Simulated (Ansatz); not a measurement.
Computed with Ansatz on PBE0-D4/def2-TZVP structures; ΔE is electronic, products minus reactants. CCSD(T)/CBS is the MP2 limit (def2-TZVPP, def2-QZVPP) plus CCSD(T) − MP2 in def2-TZVPP, frozen cores. This one scheme is used for every species. DFT in def2-TZVPP. B3LYP here is the variant with VWN-RPA as its local correlation; programs differ in this. Each species was taken in one conformer, which may not be the lowest.

`B[SiH2]N` + `N[SiH](N)O` → `N[SiH2]N[SiH](N)O` + BH₃  (cleavage of the Si–B bond)

CCSD(T)/CBS gives -103.3 kJ/mol.

Question: Another level gave -91.8 kJ/mol. Which?
A. B2PLYP/def2-TZVPP
B. PBE/def2-TZVPP
C. r2SCAN/def2-TZVPP
D. B3LYP/def2-TZVPP

Answer: D. B3LYP -91.8, r2SCAN -96.6, PBE -81.0, B2PLYP -101.5 kJ/mol.

Largest T1 diagnostic among the species: 0.011.

In def2-TZVPP, CCSD(T) changes the Hartree–Fock value by −3.5 kJ/mol (the triples alone add −2.3 kJ/mol) and MP2 by −12.6 kJ/mol. The D4 term adds −12.5 kJ/mol with B3LYP and −7.2 kJ/mol with PBE0; it sums over pairs of atoms, weighted by their polarisabilities, and B3LYP, whose exchange is more repulsive, gets the larger term. From PBE to PBE0 (25 % exact exchange), in def2-TZVPP and without D4, ΔE moves by −6.3 kJ/mol.
